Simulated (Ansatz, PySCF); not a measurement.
Si(F)(NHSiH3)2(Cl) (ClFH₈N₂Si₃), SMILES [SiH3]N[Si](N[SiH3])(Cl)F.

The structure is a stationary point at PBE0-D3(BJ)/def2-SVP. The values are those of a single conformer.

Vertical ionisation energy (IE) and electron affinity (EA) in eV. Rows of orbital energies are one-electron estimates. Where ΔSCF, EOM or ADC give a negative EA the extra electron is unbound and the value depends on the basis.

```
level                                                                  IE     EA
-------------------------------------------------------------------  ----  -----
−ε(HOMO), −ε(LUMO), M06-2X/def2-TZVP (PySCF)                         9.36  -0.56
−ε(HOMO), −ε(LUMO), PBE/def2-TZVP (PySCF)                            6.66   0.98
ΔSCF, PBE0/def2-SVPD (Ansatz), final states of multiplicity 2 and 2  9.72  -0.86
ΔSCF, PBE/def2-SVPD (Ansatz), final states of multiplicity 2 and 2   9.15  -0.60
```

Task: What vertical singlet–triplet gap does ΔSCF give with PBE0/def2-SVPD (Ansatz, a first-principles code) and with PBE/def2-SVPD (Ansatz)? (Estimate from the structure and the level; the computed values follow.)

Result: 6.26 and 5.62 eV (triplet above singlet where positive).
